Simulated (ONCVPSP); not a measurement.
# Before and after: ONCV potential for antimony

```json
{
 "Element": "antimony",
 "Generator": "ONCVPSP 4.0.1",
 "Type": "optimised norm-conserving Vanderbilt (ONCV)",
 "Functional": "PBE",
 "Relativity": "scalar-relativistic",
 "Frozen core": "[Ar] 3d10",
 "Valence charge": "23",
 "Reference configuration": "4s2 4p6 4d10 5s1.5 5p3.5",
 "Partial waves": "4s+5s: rc 1.40 bohr, ncon 3, nbas 6, qcut 7.2 1/bohr, 2 projectors; 4p+5p: rc 1.40 bohr, ncon 3, nbas 6, qcut 9.2 1/bohr, 3 projectors, debl 1.4 Ha; 4d: rc 1.20 bohr, ncon 3, nbas 8, qcut 14.1 1/bohr, 2 projectors, debl 1.4 Ha",
 "Local potential": "polynomial inside 1.20 bohr (lpopt 5, dvloc0 -1 Ha)",
 "Core correction": "none"
}
```

Change: d: rc 1.76.

Cutoffs: the cutoffs (Ha) at which the residual kinetic energy of the hardest occupied pseudo-wave falls to 1 and 0.1 mHa per electron; they do not see the model core or the augmentation charge, which bear on the density cutoff. Errors are all-electron minus pseudo energies relative to the spin-unpolarised reference configuration.

Task: Predict the effect on cutoff, ghosts and configuration errors.

Result: The potential gets softer (51 Ha and 61 Ha → 41 Ha and 48 Ha); the errors of the 4 common tests hardly move; neither file shows a bound ghost. A larger radius leaves more room for a smooth pseudo-wave, so fewer plane waves are needed.

```csv
quantity,base,changed
"cutoff, loose",51 Ha,41 Ha
"cutoff, tight",61 Ha,48 Ha
loose cutoff by channel,"s 21 Ha, p 26 Ha, d 51 Ha","s 21 Ha, p 26 Ha, d 41 Ha"
bound ghosts,none,none
GHOST(+) flags under 300 eV,none,none
"error for 4s2 4p6 4d10 5s2 5p3, meV [ΔE -4.03 eV]",+0.1,+0.1
"error for 4s2 4p6 4d10 5s2 5p2, meV [ΔE 4.29 eV]",-1.3,-1.3
"error for 4s2 4p6 4d10 5s2 5p1, meV [ΔE 20.26 eV]",-4.1,-4.1
"error for 4s2 4p6 4d10 5s1 5p0, meV [ΔE 88.96 eV]",-22,-25
s: phases at 1.42 bohr within 0.05 rad from the reference energy up to (Ha; the scan ends near 5),to the end of the scan,to the end of the scan
p: phases at 1.42 bohr within 0.05 rad from the reference energy up to (Ha; the scan ends near 5),to the end of the scan,to the end of the scan
```
